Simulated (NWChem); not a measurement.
# CH6BFOSi; SMILES COB(F)[SiH3]

```xyz
11

B     -0.6361     0.0865     0.0000
F     -1.9505    -0.1207     0.0000
O     -0.2523     1.3722     0.0000
C      1.0763     1.8213     0.0000
H      1.2518     2.4408    -0.8924
H      1.2518     2.4408     0.8924
H      1.8048     0.9925     0.0000
Si     0.6237    -1.5264     0.0000
H      1.5176    -1.5073     1.2030
H      1.5176    -1.5073    -1.2030
H     -0.1448    -2.8067     0.0000
```
Atoms are numbered in this order, from 1.

Level: PBE0/def2-SVP (NWChem), optimised geometry, unscaled harmonic frequencies. 

List the harmonic frequencies with IR intensities, and the thermochemistry.


```tsv
frequency (cm⁻¹)	IR intensity (km/mol)
74	0.2
88	0.0
163	1.9
175	3.5
290	1.0
361	25.7
400	11.3
560	4.9
576	45.1
646	1.6
883	196.3
935	32.9
940	34.6
1078	88.0
1178	10.6
1188	0.1
1291	139.1
1420	307.8
1463	3.1
1484	11.6
1513	147.9
2212	48.4
2212	96.7
2245	92.4
3042	31.1
3140	28.1
3159	12.1
```

- zero-point energy = 46.8 kcal/mol
- thermal correction to the enthalpy at 298.15 K (with zero-point energy) = 52.0 kcal/mol
- heat capacity Cv = 24.1 cal/(mol K)
- entropy at 298.15 K and 1 atm (symmetry number 1) = 84.6 cal/(mol K)
- dipole moment = 2.36 D

Rigid rotor and harmonic oscillator; modes under 100 cm⁻¹ make the entropy uncertain.
